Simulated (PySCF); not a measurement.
**Selenium: a sound run and one with changed settings**

Sound run: Se²⁺ [Ar] 3d10 4s2 4p2, Se³⁺ [Ar] 3d10 4s2 4p1. All numbers are calculated (PySCF 2.14, the non-relativistic Hamiltonian (point nucleus), in def2-SVP (5s4p3d, 32 functions)). In the sound run the correlated levels freeze [Ar] 3d10. The sound run starts from symmetry-adapted Hartree-Fock orbitals and uses a fine grid where one is needed.

A second run was set up differently.

```json
{"species": "Se²⁺", "method": "UHF", "sound run (hartree)": "-2398.44768", "changed run (hartree)": "-2398.44768", "converged": "yes"}
{"species": "Se²⁺", "method": "PBE0", "sound run (hartree)": "-2399.76925", "changed run (hartree)": "-2399.76925", "converged": "yes"}
{"species": "Se²⁺", "method": "TPSS", "sound run (hartree)": "-2399.98613", "changed run (hartree)": "-2399.98613", "converged": "yes"}
{"species": "Se²⁺", "method": "MP2", "sound run (hartree)": "-2398.49403", "changed run (hartree)": "-2398.47934", "converged": "yes"}
{"species": "Se²⁺", "method": "CCSD(T)", "sound run (hartree)": "-2398.51229", "changed run (hartree)": "-2398.51229", "converged": "yes"}
{"species": "Se³⁺", "method": "UHF", "sound run (hartree)": "-2397.31118", "changed run (hartree)": "-2397.31118", "converged": "yes"}
{"species": "Se³⁺", "method": "PBE0", "sound run (hartree)": "-2398.60731", "changed run (hartree)": "-2398.60731", "converged": "yes"}
{"species": "Se³⁺", "method": "TPSS", "sound run (hartree)": "-2398.82451", "changed run (hartree)": "-2398.82451", "converged": "yes"}
{"species": "Se³⁺", "method": "MP2", "sound run (hartree)": "-2397.34768", "changed run (hartree)": "-2397.33592", "converged": "yes"}
{"species": "Se³⁺", "method": "CCSD(T)", "sound run (hartree)": "-2397.36469", "changed run (hartree)": "-2397.36469", "converged": "yes"}
```

Ionisation energy of Se²⁺:

| method | sound run (eV) | changed run (eV) |
| --- | --- | --- |
| UHF | 30.926 | 30.926 |
| PBE0 | 31.618 | 31.618 |
| TPSS | 31.609 | 31.609 |
| MP2 | 31.194 | 31.114 |
| SCS-MP2 | 31.125 | 31.066 |
| CCSD | 31.221 | 31.221 |
| CCSD(T) | 31.228 | 31.228 |

What was changed?
A. minimal basis
B. level shift left on
C. basis contracted for another Hamiltonian
D. too few SCF iterations

B. It used initial guess minao, at most 50 SCF cycles, level shift 0.5 hartree. A level shift leaves the converged SCF energy unchanged but raises the virtual orbital energies, which shrinks MP2 if it is not removed.
